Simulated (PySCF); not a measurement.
C+ (carbon, charge +1): r2SCAN calculation

Configuration: [He] 2s2 2p1, 2P determinant. Computed with PySCF 2.14 in aug-cc-pVDZ (4s3p2d, 23 functions), with the non-relativistic Hamiltonian (point nucleus).

* Total energy: -37.3980 hartree
* One-electron energy: -47.5406 hartree
* Hartree (Coulomb) energy: 14.9815 hartree
* Exchange-correlation energy: -4.8389 hartree
* Kinetic energy: 37.13655 hartree
* ⟨S²⟩: 0.7542
* ⟨L²⟩: 2.012
* Sum of ⟨r⟩: 4.975 bohr
* Sum of ⟨r²⟩: 8.139 bohr²
* Traceless quadrupole moment −½Σ⟨3z² − r²⟩ along its main axis: -1.05 e·bohr²
* Density at the nucleus (Gaussians lack the cusp): 123 bohr⁻³
* Spin density at the nucleus: 0.0506 bohr⁻³
* Langevin diamagnetic susceptibility: -6.45 ×10⁻⁶ cm³/mol
* Time after the integrals: 0.16 s of wall time on 1 thread of Neoverse-V1 (shared host)

```json
{"shell": "1s α", "electrons": "1", "mean orbital energy (eV)": "-292.55", "rms radius, mean of both spins (bohr)": "0.314"}
{"shell": "1s β", "electrons": "1", "mean orbital energy (eV)": "-291.94", "rms radius, mean of both spins (bohr)": "0.314"}
{"shell": "2s α", "electrons": "1", "mean orbital energy (eV)": "-26.714", "rms radius, mean of both spins (bohr)": "1.62"}
{"shell": "2s β", "electrons": "1", "mean orbital energy (eV)": "-24.969", "rms radius, mean of both spins (bohr)": "1.62"}
{"shell": "2p α", "electrons": "1", "mean orbital energy (eV)": "-18.638", "rms radius, mean of both spins (bohr)": "1.64"}
```
